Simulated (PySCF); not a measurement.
# Al²⁺: ionisation energy

Al²⁺ [Ne] 3s1 (2S) → Al³⁺ [Ne] (1S), as a difference of total energies. Computed with PySCF 2.14 in cc-pV(D+d)Z (4s3p2d, 23 functions), with the non-relativistic Hamiltonian (point nucleus). The calculations carry no spin-orbit coupling.

```
method  ionisation energy (eV)
   UHF                  28.010
  BP86                  28.584
   PBE                  28.732
```

Q: Which method comes closest to the reference value, and which is furthest?

A: The reference is 28.448 eV (measured; NIST Atomic Spectra Database, ionization energies). Closest: BP86 (error 0.136 eV); furthest: UHF (error -0.438 eV).
